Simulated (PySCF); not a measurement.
**Working with the constants of IrC**

MN15 constants of IrC, doublet, unpaired electrons σ ↑, a mixture of terms (⟨Lz²⟩ = 0.4) (Ir x2c-TZVPPall, C x2c-TZVPPall; spin-free X2C with a Gaussian nucleus (PySCF 2.14); masses 192.9629 and 12.0000 u):

```
ωe   : 1198.3 cm⁻¹
ωexe : 4.52 cm⁻¹
Be   : 0.56894 cm⁻¹
αe   : 0.00306 cm⁻¹
```

(1) What force constant and bond length do these constants imply?

(2) Estimate the centrifugal constant D from the Kratzer relation and find the Dunham coefficient a1.

De is left out where the level can put another filling of the metal’s s and d shells below the measured ground configuration, by anything from nothing to about 1 eV. Spin–orbit coupling is left out, which matters for elements this heavy, above all for dissociation energies. With d or f electrons several states lie close, and the lowest PBE0 determinant need not be the measured ground state.

Results:

(1) Reduced mass μred = 11.297 u; k = 5.8918×10⁻⁷·μred·ωe² (u, cm⁻¹, mdyn/Å) = 9.56 mdyn/Å; Re = √(16.8576/(μred·Be)) (u, cm⁻¹, Å) = 1.619 Å.

(2) D = 4Be³/ωe² = 5.13e-07 cm⁻¹; a1 = −1 − αeωe/(6Be²) = -2.89.
